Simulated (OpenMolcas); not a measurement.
W4+: moving or changing the point charges

W4+ among 6 point charges of -1.7 e arranged as an octahedron (Oh), 1.84 Å from the ion.

| Item | Value |
| --- | --- |
| Program | OpenMolcas |
| Method | SS-CASPT2, IPEA 0.25 Eh, imaginary shift 0.1 Eh (closed shells correlated: 4f 5s 5p) |
| Basis | ANO-RCC-VTZP [8s7p5d3f2g1h] |
| Scalar Hamiltonian | DKH2, point nucleus |
| Active space | 2 electrons in 5 orbitals (5d) |
| State averaging | 2S+1 = 3 even, 10 roots; 2S+1 = 1 even, 15 roots |
| Spin-orbit coupling | RASSI with atomic mean-field integrals over the reference wave functions |

Runs around this geometry, states (labels of O, the rotations of Oh). Energies in cm-1 above the lowest state or level, χT in cm3 K/mol; under a threefold ground state the first gap can be a small split of the lowest multiplet, not the spin-orbit step; 10Dq and B are least-squares fits to the states below 45000 cm-1, weighted by degeneracy, with a free offset, and given where the rms deviation is under 5 % of |10Dq| (or 100 cm-1) and under 700 cm-1.

| R (Å) | q (e) | Ground state | First state of that spin | 10Dq | B (rms of fit) | First gap with spin-orbit (degeneracies) | χT at 300 K | First state of another spin |
| --- | --- | --- | --- | --- | --- | --- | --- | --- |
| 1.93 | -0.85 | 3T1 | 3T2 6480 | 7836 | 690 (229) | 910 (2, 3) | 0.078 | 1T2 9230 |
| 1.84 | -1.7 | 3T1 | 3T2 17580 | 19457 | 644 (298) | 580 (2, 3) | 0.055 | 1T2 8820 |
| 2.04 | -1.7 | 3T1 | 3T2 10230 | 11915 | 684 (252) | 820 (2, 3) | 0.057 | 1T2 9280 |

Taking |10Dq| as R^-n, n = -ln(11915 / 19457) / ln(2.04 / 1.84) = 4.8 between the shortest and longest distance. The point-charge formula for a cubic d site gives n = 5.

Roots that are degenerate in the reference are averaged as groups; the widest CASPT2 spread within a group is 330 cm-1 (the 3-fold group of multiplicity 3 near 10200 cm-1 above the lowest state of its run, R = 2.04, q = -1.7). Shifts and gaps below about the spread of the groups concerned are not significant. An orbital triplet at a regular site is open to Jahn-Teller coupling, which can distort the site and quench the lowest spin-orbit gaps and is left out. Free-ion shares, where given, are those of the reference states; single-state CASPT2 does not remix them. This field is weak: 10Dq is about 7836 cm-1, while octahedral complexes of 5d ions of charge 3 and more, computed by the same method with explicit ligands, had a median near 35000 cm-1. Ground spin and moment need not be those of a real site (figures for R = 1.93, q = -0.85; the like holds for R = 1.84, q = -1.7, R = 2.04, q = -1.7). Point charges carry no covalency, so the field is a model and not that of real ligands. No measured value stands beside these numbers.
